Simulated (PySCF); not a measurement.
This script is equivalent to a calculation on Kr (krypton, neutral).

```python
from pyscf import gto, scf, dft, mp, cc
import basis_set_exchange as bse
txt = bse.get_basis("aug-cc-pVDZ-PP", elements=["Kr"], fmt="nwchem", header=False)
cut = txt.index("\nECP")
mol = gto.M(atom="Kr 0 0 0", charge=0, spin=0, symmetry="D2h",
            basis=gto.basis.parse(txt[:cut]),
            ecp={"Kr": gto.basis.parse_ecp(txt[cut:])})
mf = dft.UKS(mol, xc="R2SCAN")
mf.irrep_nelec = {'Ag': (4, 4), 'B1g': (1, 1), 'B2g': (1, 1), 'B3g': (1, 1), 'B1u': (2, 2), 'B2u': (2, 2), 'B3u': (2, 2)}
mf.kernel()
```

Problem. What total energy does it give?

Solution. -463.429 hartree (calculated).

Problem. Which occupied shell lies highest, and where?

Solution. 4p, at -9.650 eV.

Energies and moments cover only the electrons outside the core potential.
